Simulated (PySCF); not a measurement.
H₆O₂W, SMILES [OH][WH4][OH], multiplicity 1.

The structure is a stationary point at PBE0-D3(BJ)/def2-SVP. The geometry has at least one imaginary mode, so it is a saddle point at that level. The multiplicity is an assumed one; no other spin state was optimised. The structure was generated by enumeration; whether it is a known compound was not checked. The def2 effective core potentials stand for the cores of W; spin–orbit coupling is left out. Other conformers were not sampled.

The numbers are results of PBE0/def2-TZVPD in PySCF, not measurements.

Symmetry labels are those of the subgroup C2v that the program uses (full group C2v).

Computed valence orbital energies around the gap with their symmetry:
```json
[
 {"orbital": "HOMO−7", "symmetry": "A1", "energy (eV)": "-11.36"},
 {"orbital": "HOMO−6", "symmetry": "A1", "energy (eV)": "-11.20"},
 {"orbital": "HOMO−5", "symmetry": "A2", "energy (eV)": "-10.75"},
 {"orbital": "HOMO−4", "symmetry": "B2", "energy (eV)": "-10.18"},
 {"orbital": "HOMO−3", "symmetry": "B1", "energy (eV)": "-9.91"},
 {"orbital": "HOMO−2", "symmetry": "B2", "energy (eV)": "-9.12"},
 {"orbital": "HOMO−1", "symmetry": "A1", "energy (eV)": "-8.36"},
 {"orbital": "HOMO", "symmetry": "B1", "energy (eV)": "-7.58"},
 {"orbital": "LUMO", "symmetry": "A2", "energy (eV)": "-1.87"},
 {"orbital": "LUMO+1", "symmetry": "B2", "energy (eV)": "-1.27"},
 {"orbital": "LUMO+2", "symmetry": "A1", "energy (eV)": "-0.86"},
 {"orbital": "LUMO+3", "symmetry": "B1", "energy (eV)": "-0.09"}
]
```
